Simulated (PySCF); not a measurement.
**CdP: from constants to spectrum**

PBE constants of CdP, ⁴Σ⁻ (quartet), unpaired electrons σ ↑, π ↑↑ (basis Cd def2-SVPD with ECP28, P def2-SVPD; scalar-relativistic core potentials; PySCF 2.14; masses 113.9034 and 30.9738 u):

```
ωe              : 162.0 cm⁻¹
ωexe            : 2.08 cm⁻¹
Be              : 0.094167 cm⁻¹
αe              : 0.00117 cm⁻¹
D (centrifugal) : 1.27e-07 cm⁻¹
De to Cd + P    : 0.390 eV
```

(1) Give the vibrational terms G(v) and spacings up to v = 6.

(2) How well does the Morse estimate ωe²/(4ωexe) reproduce De, and what is D0?

The bond is weak. Basis-set superposition, not corrected here, can be much of De in a small basis, most of all at correlated wavefunction levels. Functionals without a dispersion term scatter widely for such bonds, and LDA overbinds them. Spin–orbit coupling is left out. The state was picked by a PBE0 search and need not be the measured ground state.

Answers

(1) G(v) = ωe(v+½) − ωexe(v+½)².

```csv
v,G(v) (cm⁻¹),G(v) − G(v−1),Bv (cm⁻¹)
0,80,,0.09358
1,238,158,0.09241
2,392,154,0.09124
3,542,150,0.09007
4,687,145,0.08890
5,828,141,0.08773
6,965,137,0.08656
```

(2) It gives 0.391 eV, 100 % of the computed De. D0 = De − G(0) = 0.390 − 0.010 = 0.380 eV.
